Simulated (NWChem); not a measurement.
System: methylammonium (CH6N cation); SMILES [NH3+]C

NWChem input:

```
start job
memory heap 200 mb stack 900 mb global 1100 mb
charge 1
geometry units angstroms noautosym nocenter noautoz
  C      0.000000     0.000000     0.814573
  N      0.000000     0.000000    -0.702497
  H     -1.016838     0.195558     1.154755
  H      0.677777     0.782828     1.154755
  H      0.339061    -0.978386     1.154755
  H     -0.625345    -0.723642    -1.080310
  H      0.939365    -0.179744    -1.080310
  H     -0.314020     0.903386    -1.080310
end
basis spherical
  C library sadlej_pvtz
  N library sadlej_pvtz
  H library sadlej_pvtz
end
dft
  xc pbe0
  iterations 150
end
property
  response 1 0.0428
end
task dft property
```

Excerpt of the output:

```
             Northwest Computational Chemistry Package (NWChem) 7.3.0
             --------------------------------------------------------

                             Geometry "geometry" -> ""
                             -------------------------

 Output coordinates in angstroms (scale by  1.889725989 to convert to a.u.)

  No.       Tag          Charge          X              Y              Z
 ---- ---------------- ---------- -------------- -------------- --------------
    1 C                    6.0000     0.00000000     0.00000000     0.81457300
    2 N                    7.0000     0.00000000     0.00000000    -0.70249700
    3 H                    1.0000    -1.01683800     0.19555800     1.15475500
    4 H                    1.0000     0.67777700     0.78282800     1.15475500
    5 H                    1.0000     0.33906100    -0.97838600     1.15475500
    6 H                    1.0000    -0.62534500    -0.72364200    -1.08031000
    7 H                    1.0000     0.93936500    -0.17974400    -1.08031000
    8 H                    1.0000    -0.31402000     0.90338600    -1.08031000

 Effective nuclear repulsion energy (a.u.)      47.5806732872

                              NWChem Property Module
                              ----------------------

                                 NWChem DFT Module
                                 -----------------

 Summary of "ao basis" -> "ao basis" (spherical)
 ------------------------------------------------------------------------------
       Tag                 Description            Shells   Functions and Types
 ---------------- ------------------------------  ------  ---------------------
 C                        sadlej pvtz               10       24   5s3p2d
 N                        sadlej pvtz               10       24   5s3p2d
 H                        sadlej pvtz                5        9   3s2p

            General Information
            -------------------
          SCF calculation type: DFT
          Wavefunction type:  closed shell.
          No. of atoms     :     8
          No. of electrons :    18
           Alpha electrons :     9
            Beta electrons :     9
          Charge           :     1
          Spin multiplicity:     1
          Use of symmetry is: off; symmetry adaption is: off
          Maximum number of iterations: 150
          AO basis - number of functions:   102
                     number of shells:    50
          Convergence on energy requested:  1.00D-06
          Convergence on density requested:  1.00D-05
          Convergence on gradient requested:  5.00D-04

              XC Information
              --------------
                         PBE0 Method XC Functional
                     Hartree-Fock (Exact) Exchange  0.250
          PerdewBurkeErnzerhof Exchange Functional  0.750
            Perdew 1991 LDA Correlation Functional  1.000 local
           PerdewBurkeErnz. Correlation Functional  1.000 non-local

             Grid Information
             ----------------
          Grid used for XC integration:  medium
          Radial quadrature: Mura-Knowles
          Angular quadrature: Lebedev.
          Tag              B.-S. Rad. Rad. Pts. Rad. Cut. Ang. Pts.
          ---              ---------- --------- --------- ---------
          C                   0.70       49          13.0       434
          N                   0.65       49          12.0       434
          H                   0.35       45          14.0       434
          Grid pruning is: on
          Number of quadrature shells:   368
          Spatial weights used:  Erf1

      Superposition of Atomic Density Guess
      -------------------------------------

 Sum of atomic energies:         -94.97563464

 Renormalizing density from      19.00 to     18

      Non-variational initial energy
      ------------------------------

 Total energy =     -92.622355
 1-e energy   =    -208.803567
 2-e energy   =      68.600539
 HOMO         =      -0.835876
 LUMO         =      -0.267560

   convergence    iter        energy       DeltaE   RMS-Dens  Diis-err
 ---------------- ----- ----------------- --------- --------- ---------
 d= 0,ls=0.0,diis     1    -96.0137185614 -1.44D+02  1.77D-02  1.10D+00
 d= 0,ls=0.0,diis     2    -96.0024287778  1.13D-02  7.60D-03  1.04D+00
 d= 0,ls=0.0,diis     3    -96.1157358356 -1.13D-01  1.17D-03  1.64D-02
 d= 0,ls=0.0,diis     4    -96.1172007716 -1.46D-03  5.82D-04  2.66D-03
 d= 0,ls=0.0,diis     5    -96.1175067771 -3.06D-04  4.75D-05  7.60D-06
 d= 0,ls=0.0,diis     6    -96.1175077464 -9.69D-07  4.42D-06  2.11D-07

         Total DFT energy =      -96.117507746393
      One electron energy =     -217.571558236938
           Coulomb energy =       88.061806407896
    Exchange-Corr. energy =      -14.188429204534
 Nuclear repulsion energy =       47.580673287183

 Numeric. integr. density =       17.999999085118

                       DFT Final Molecular Orbital Analysis
                       ------------------------------------

 Vector    7  Occ=2.000000D+00  E=-7.205235D-01
              MO Center=  3.3D-07,  7.8D-08,  2.1D-01, r^2= 1.6D+00
   Bfn.  Coefficient  Atom+Function         Bfn.  Coefficient  Atom+Function
  ----- ------------  ---------------      ----- ------------  ---------------
    32      0.501468  2 N  pz                 8     -0.416201  1 C  pz
     4      0.225429  1 C  s                 49     -0.176015  3 H  s
    58     -0.176016  4 H  s                 67     -0.176015  5 H  s
    28      0.144982  2 N  s                  5      0.133794  1 C  s
    29      0.112299  2 N  s                 76     -0.112430  6 H  s

 Vector    8  Occ=2.000000D+00  E=-6.376469D-01
              MO Center= -5.7D-02, -1.9D-01,  8.0D-01, r^2= 1.5D+00
   Bfn.  Coefficient  Atom+Function         Bfn.  Coefficient  Atom+Function
  ----- ------------  ---------------      ----- ------------  ---------------
    68      0.562536  5 H  s                 50     -0.439529  3 H  s
    69      0.429989  5 H  s                  7     -0.407730  1 C  py
    67      0.399493  5 H  s                 51     -0.336076  3 H  s
    49     -0.312122  3 H  s                  6      0.308458  1 C  px
    13      0.268199  1 C  py                10      0.244980  1 C  py

 Vector    9  Occ=2.000000D+00  E=-6.376468D-01
              MO Center=  5.7D-02,  1.9D-01,  8.0D-01, r^2= 1.5D+00
   Bfn.  Coefficient  Atom+Function         Bfn.  Coefficient  Atom+Function
  ----- ------------  ---------------      ----- ------------  ---------------
    59      0.578545  4 H  s                 60      0.442289  4 H  s
    58      0.410852  4 H  s                  6      0.407731  1 C  px
    50     -0.395797  3 H  s                  7      0.308458  1 C  py
    51     -0.302477  3 H  s                 49     -0.281092  3 H  s
    12     -0.268199  1 C  px                 9     -0.244980  1 C  px

 Vector   10  Occ=0.000000D+00  E=-2.050721D-01
              MO Center=  1.9D-06,  2.0D-07, -1.0D+00, r^2= 5.5D+00
   Bfn.  Coefficient  Atom+Function         Bfn.  Coefficient  Atom+Function
  ----- ------------  ---------------      ----- ------------  ---------------
    28      0.466695  2 N  s                 27      0.270831  2 N  s
    29     -0.186487  2 N  s                 78     -0.180112  6 H  s
    87     -0.180116  7 H  s                 96     -0.180085  8 H  s
     8      0.157908  1 C  pz                11      0.124076  1 C  pz
    26     -0.110055  2 N  s                 77     -0.099680  6 H  s

 Vector   11  Occ=0.000000D+00  E=-1.409356D-01
              MO Center= -1.2D-04,  1.0D-04,  6.4D-01, r^2= 8.7D+00
   Bfn.  Coefficient  Atom+Function         Bfn.  Coefficient  Atom+Function
  ----- ------------  ---------------      ----- ------------  ---------------
     5      0.720519  1 C  s                 51     -0.564525  3 H  s
    60     -0.564607  4 H  s                 69     -0.564304  5 H  s
     4      0.467736  1 C  s                 38     -0.344435  2 N  pz
    14      0.319812  1 C  pz                29     -0.269070  2 N  s
     3      0.266182  1 C  s                 78      0.232825  6 H  s

 Vector   12  Occ=0.000000D+00  E=-1.393123D-01
              MO Center= -5.2D-01, -1.9D-01, -9.0D-01, r^2= 7.5D+00
   Bfn.  Coefficient  Atom+Function         Bfn.  Coefficient  Atom+Function
  ----- ------------  ---------------      ----- ------------  ---------------
    78      1.039589  6 H  s                 96     -0.753622  8 H  s
    60     -0.514734  4 H  s                 69      0.373599  5 H  s
    77      0.363817  6 H  s                 31      0.305982  2 N  py
    87     -0.285919  7 H  s                 59     -0.262457  4 H  s
    95     -0.263712  8 H  s                 34      0.205071  2 N  py

     Multipole analysis of the density
     ---------------------------------

     L   x y z        total         alpha         beta         nuclear
     -   - - -        -----         -----         ----         -------
     0   0 0 0      1.000000     -9.000000     -9.000000     19.000000

     1   1 0 0     -0.000000     -0.000000     -0.000000      0.000000
     1   0 1 0     -0.000000     -0.000000     -0.000000      0.000000
     1   0 0 1     -0.842862     -0.604068     -0.604068      0.365273

[...]

 DFT Linear Response polarizability / au
 Frequency  =       0.0428000 / au
 Wavelength =    1064.5643224 / nm
              X              Y              Z
 -----------------------------------------------
 X      19.2883988     -0.0000029     -0.0000007
 Y      -0.0000029     19.2883973      0.0000041
 Z      -0.0000007      0.0000041     22.5569738
 -----------------------------------------------
 Eigenvalues =      19.2884011     19.2883950     22.5569738
 Isotropic   =      20.3779233
 Anisotropic =       3.2685757
 -----------------------------------------------

 Magnetic Dipole Response Matrix (nonzero elements):
```

Level: PBE0/Sadlej pVTZ. The geometry was optimised at B3LYP/6-31G* (spherical d).
